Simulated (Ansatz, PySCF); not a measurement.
H₃Ga, charge +1, doublet, geometry from GFN2-xTB (such geometries of metal compounds can be far from the true shape) (a state made from the parent by changing its charge; the spin is typed, not shown lowest). Base run: B3LYP5/cc-pVDZ in PySCF.

The PySCF input:
```python
from pyscf import gto, scf, dft

mol = gto.M(
    atom='''
Ga    0.00000000    0.00000000    0.00000000
H     0.70473237   -0.45461564    1.43946828
H    -0.32010954    1.60719813   -0.29972668
H    -0.38462283   -1.15258249   -1.13974160
''',
    basis='cc-pvdz',
    charge=1,
    spin=1,
    verbose=3,
)

mf = dft.UKS(mol)
mf.xc = 'b3lyp5'
mf.kernel()
```

The same geometry, method and basis name were run in Ansatz (a first-principles code) and PySCF, at each program's defaults and at the settings that a row names. The base is PySCF at its defaults. Differences at the defaults can come from grids, fitting, cores and function types together.

| code and settings | ΔE vs base (µEh) | basis functions | E (Eh) | SCF cycles |
|---|---|---|---|---|
| PySCF, defaults (exact integrals, its default grid, spherical functions) | 0.0 | 42 | -1926.10176 | 17 |
| Ansatz, defaults (factorised integrals, its default grid, spherical functions) | 0.1 | 42 | -1926.10176 | - |
| PySCF, density fitting with def2-universal-jkfit | -41.8 | 42 | -1926.10180 | 17 |
| PySCF, fine grid | 127 | 42 | -1926.10163 | 21 |
| Ansatz, high accuracy | -0.1 | 42 | -1926.10176 | - |

Open shells are given as the SCF converged; they aren't shown to be the lowest states, and a large step between rows can be another state.
